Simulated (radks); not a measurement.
Values are calculated unless marked as measured or tabulated.
Problem. Ionisation of neutral helium, [He], to He+, 1s1, under several functionals. Scalar-relativistic Kohn-Sham, spin-polarised, spherical densities, point nucleus; open shells are filled with parallel spins first; a radial shooting solver on a logarithmic mesh with Libxc functionals. Known Delta-SCF values: HCTH/407 24.922 eV; AM05 24.351 eV; PBEsol 24.169 eV. What does SOGGA give, and what is its highest occupied eigenvalue?

Solution. 23.923 eV by Delta-SCF; the 1s eigenvalue is -15.351 eV. NIST: 24.587 eV (measured).
